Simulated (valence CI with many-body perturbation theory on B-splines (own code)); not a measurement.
# Pb31+: calculated level list

Computed by relativistic CI+MBPT: five valence electrons over a frozen Dirac-Fock core [Kr] 4d10, radial functions for each j: 7 s, 7 p, 7 d, 7 f, 4 g, 2 h, with the one-electron correlation potential Σ1 (screened to all orders), the two-electron term Σ2, the three-electron term Σ3, Breit, model QED; selected single and double excitations, second order for the rest, scaled by the run's own slope (own B-spline code, finite nucleus).

The last digits are not significant, and no measured levels were compared; by estimate large intervals hold to a few tenths of a per cent, small ones and those within an open d or f shell to about a per cent. Among the levels kept, up to 960 cm⁻¹ of a level comes from second order outside the variational space, and about a tenth of that is noise between levels of different J, which matters for small intervals. Only levels of the ground parity were solved; by the run's estimate the other parity begins above the list, which can be wrong where configurations are misplaced.

Levels 1 to 45 of 193, with energies above the lowest level, (4f5/2^5) J=5/2. "Leading %" is the weight of the configuration and term that name the level; weights of strongly mixed levels are sums over their largest components and can fall short. In the jj column 3d3/2^4 stands for four electrons in 3d with j = 3/2.

```
No.  Configuration  Term     J  E (cm⁻¹)  Leading %  Second component              Leading jj
  1            4f⁵   ⁶H°   5/2       0.0         43      34 % 4f⁵ ⁴G°          4f5/2^5 (74 %)
  2            4f⁵   ⁶H°   7/2     28981         67      24 % 4f⁵ ⁴G°    4f5/2^4 4f7/2 (80 %)
  3            4f⁵   ⁶F°   5/2     41391         27      24 % 4f⁵ ⁶H°    4f5/2^4 4f7/2 (67 %)
  4            4f⁵   ⁶F°   3/2     44799         52      26 % 4f⁵ ⁴F°    4f5/2^4 4f7/2 (85 %)
  5            4f⁵   ⁶H°   9/2     49339         72      11 % 4f⁵ ⁴G°  4f5/2^3 4f7/2^2 (50 %)
  6            4f⁵   ⁶F°   1/2     49470         68      24 % 4f⁵ ⁴D°    4f5/2^4 4f7/2 (68 %)
  7            4f⁵   ⁶H°  11/2     62323         58      18 % 4f⁵ ⁴I°    4f5/2^4 4f7/2 (45 %)
  8            4f⁵   ⁶F°   7/2     64368         50      20 % 4f⁵ ⁴F°  4f5/2^3 4f7/2^2 (48 %)
  9            4f⁵   ²L°  15/2     66064         20      19 % 4f⁵ ⁴I°    4f5/2^4 4f7/2 (88 %)
 10            4f⁵   ⁶H°  13/2     69959         37      27 % 4f⁵ ⁴I°    4f5/2^4 4f7/2 (55 %)
 11            4f⁵   ⁶F°   9/2     80400         49      14 % 4f⁵ ⁴G°    4f5/2^4 4f7/2 (45 %)
 12            4f⁵   ⁶F°   5/2     86814         49      16 % 4f⁵ ²F°  4f5/2^3 4f7/2^2 (73 %)
 13            4f⁵   ⁶F°  11/2     93655         31      24 % 4f⁵ ⁴G°    4f5/2^4 4f7/2 (43 %)
 14            4f⁵   ⁶H°  15/2     94520         36      33 % 4f⁵ ⁴M°  4f5/2^3 4f7/2^2 (78 %)
 15            4f⁵   ⁴I°   9/2     96952         48      20 % 4f⁵ ²H°  4f5/2^3 4f7/2^2 (66 %)
 16            4f⁵   ⁴F°   3/2     97359         62      29 % 4f⁵ ⁶F°  4f5/2^3 4f7/2^2 (82 %)
 17            4f⁵   ⁴L°  13/2     99876         42      33 % 4f⁵ ⁶H°  4f5/2^3 4f7/2^2 (52 %)
 18            4f⁵   ⁴P°   5/2    100070         29      21 % 4f⁵ ⁶P°  4f5/2^3 4f7/2^2 (57 %)
 19            4f⁵   ⁴K°  11/2    100670         38      22 % 4f⁵ ⁶F°  4f5/2^3 4f7/2^2 (56 %)
 20            4f⁵   ⁴G°   7/2    110710         37      22 % 4f⁵ ⁶F°  4f5/2^3 4f7/2^2 (68 %)
 21            4f⁵   ²P°   1/2    110960         65      21 % 4f⁵ ⁶F°  4f5/2^3 4f7/2^2 (65 %)
 22            4f⁵   ⁴M°  17/2    111330         60      18 % 4f⁵ ⁴L°  4f5/2^3 4f7/2^2 (97 %)
 23            4f⁵   ⁶P°   3/2    114940         45      35 % 4f⁵ ⁴P°  4f5/2^3 4f7/2^2 (60 %)
 24            4f⁵   ²G°   7/2    122360         37      22 % 4f⁵ ⁴H°  4f5/2^3 4f7/2^2 (50 %)
 25            4f⁵   ⁴G°   9/2    124670         40      32 % 4f⁵ ⁴H°  4f5/2^3 4f7/2^2 (85 %)
 26            4f⁵   ⁴L°  15/2    124930         52      26 % 4f⁵ ⁴K°  4f5/2^3 4f7/2^2 (86 %)
 27            4f⁵   ⁴M°  19/2    126900         50      23 % 4f⁵ ²N°  4f5/2^3 4f7/2^2 (80 %)
 28            4f⁵   ⁴I°   9/2    127290         29      19 % 4f⁵ ⁶F°    4f5/2^4 4f7/2 (38 %)
 29            4f⁵   ⁴H°  11/2    130070         31      20 % 4f⁵ ⁴I°  4f5/2^3 4f7/2^2 (68 %)
 30            4f⁵   ²N°  21/2    132090         42      41 % 4f⁵ ⁴M°  4f5/2^3 4f7/2^2 (87 %)
 31            4f⁵   ⁴G°   5/2    132760         35      35 % 4f⁵ ⁴F°  4f5/2^3 4f7/2^2 (53 %)
 32            4f⁵   ⁴K°  13/2    133090         56      25 % 4f⁵ ²K°  4f5/2^3 4f7/2^2 (81 %)
 33            4f⁵   ²M°  17/2    135090         40      30 % 4f⁵ ⁴L°  4f5/2^3 4f7/2^2 (91 %)
 34            4f⁵   ⁴I°  13/2    138960         36      26 % 4f⁵ ⁴H°  4f5/2^3 4f7/2^2 (84 %)
 35            4f⁵   ²D°   5/2    139290         24      22 % 4f⁵ ⁴D°  4f5/2^3 4f7/2^2 (47 %)
 36            4f⁵   ⁴D°   7/2    139360         37      31 % 4f⁵ ⁶P°  4f5/2^3 4f7/2^2 (63 %)
 37            4f⁵   ⁶H°  15/2    140200         31      26 % 4f⁵ ²K°  4f5/2^2 4f7/2^3 (52 %)
 38            4f⁵   ⁴P°   3/2    143310         25      22 % 4f⁵ ⁴D°    4f5/2^4 4f7/2 (46 %)
 39            4f⁵   ⁴I°  11/2    146500         49      21 % 4f⁵ ⁴K°  4f5/2^2 4f7/2^3 (65 %)
 40            4f⁵   ⁴F°   9/2    146770         25      19 % 4f⁵ ⁴G°  4f5/2^3 4f7/2^2 (60 %)
 41            4f⁵   ⁴L°  13/2    148550         24      22 % 4f⁵ ⁶H°  4f5/2^2 4f7/2^3 (49 %)
 42            4f⁵   ²I°  11/2    150300         28      16 % 4f⁵ ⁴K°  4f5/2^3 4f7/2^2 (40 %)
 43            4f⁵   ⁴G°   5/2    151370         36      22 % 4f⁵ ²F°  4f5/2^3 4f7/2^2 (59 %)
 44            4f⁵   ⁴G°   7/2    152060         52      15 % 4f⁵ ⁴H°  4f5/2^3 4f7/2^2 (59 %)
 45            4f⁵   ²P°   3/2    157350         27      21 % 4f⁵ ⁶P°  4f5/2^3 4f7/2^2 (77 %)
```

Where two levels of one J and parity lie close, their mixing, g and order are uncertain.

The ionisation energy to 4f⁴ ⁵I4 of the next ion comes out as 1160.7 eV (NIST: 1180 ± 60 eV (theoretical)). All 193 levels together are meant to be complete up to 419220 cm⁻¹.
